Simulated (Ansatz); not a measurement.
Start from `ClC1(Br)C[SiH2]1` and change one atom or group to get `CC1(Cl)C[SiH2]1`.

Ansatz, PBE0-D4/def2-TZVP geometries, multiplicity 1. 

Scalar relativity is left out up to krypton.

```json
{"property": "LUMO energy (B3LYP/def2-TZVPP) / eV", "`ClC1(Br)C[SiH2]1`": "-1.15"}
{"property": "LUMO energy (PBE/def2-TZVPP) / eV", "`ClC1(Br)C[SiH2]1`": "-1.85"}
{"property": "HOMO–LUMO gap (PBE/def2-TZVPP) / eV", "`ClC1(Br)C[SiH2]1`": "4.13"}
{"property": "size of the dipole moment (ωB97M-V/def2-TZVPP) / D", "`ClC1(Br)C[SiH2]1`": "2.46"}
{"property": "HOMO energy (ωB97M-V/def2-TZVPP) / eV", "`ClC1(Br)C[SiH2]1`": "-9.26"}
{"property": "HOMO–LUMO gap (ωB97M-V/def2-TZVPP) / eV", "`ClC1(Br)C[SiH2]1`": "10.20"}
```

Give the same properties after the change, and the shifts. (An estimate is asked.)

Ansatz gave: 
```json
{"property": "LUMO energy (B3LYP/def2-TZVPP) / eV", "`CC1(Cl)C[SiH2]1`": "-0.42", "shift": "0.73"}
{"property": "LUMO energy (PBE/def2-TZVPP) / eV", "`CC1(Cl)C[SiH2]1`": "-1.05", "shift": "0.80"}
{"property": "HOMO–LUMO gap (PBE/def2-TZVPP) / eV", "`CC1(Cl)C[SiH2]1`": "4.69", "shift": "0.56"}
{"property": "size of the dipole moment (ωB97M-V/def2-TZVPP) / D", "`CC1(Cl)C[SiH2]1`": "1.97", "shift": "-0.49"}
{"property": "HOMO energy (ωB97M-V/def2-TZVPP) / eV", "`CC1(Cl)C[SiH2]1`": "-9.01", "shift": "0.25"}
{"property": "HOMO–LUMO gap (ωB97M-V/def2-TZVPP) / eV", "`CC1(Cl)C[SiH2]1`": "10.52", "shift": "0.32"}
```

With PBE0 the HOMO rises by 0.27 eV and the LUMO rises by 0.74 eV, so the gap widens by about 0.47 eV. PBE moves the HOMO by 0.24 eV and ωB97M-V by 0.25 eV. Dipoles are sizes alone; their direction can turn.

B3LYP here is the variant with VWN-RPA as its local correlation; programs differ in this.

Spin–orbit coupling is left out; it splits and shifts lone-pair levels of the heavy atoms by tenths of an eV.
